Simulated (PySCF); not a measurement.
**Electron correlation in Ru⁺ (ruthenium, charge +1)**

[Kr] 4d6 5p1, one real determinant (an excited configuration). All numbers are calculated (PySCF 2.14, scalar relativity through the core potential, in aug-cc-pVTZ-PP with ECP28MDF). Frozen: 4s2 4p6; 7 electrons correlated.

MP2 pair energies summed by pair of shells (mhartree):

| pair | energy | share (%) |
| --- | --- | --- |
| 4d-4d | -106.79 | 85.9 |
| 4d-5p | -17.53 | 14.1 |

Total MP2 correlation energy: -124.33 mhartree.

Same-spin part -75.24 and opposite-spin part -49.09 mhartree; SCS-MP2 scales them by 1/3 and 6/5 to -83.99 mhartree.

The reference is one real determinant that mixes LS terms of this configuration.
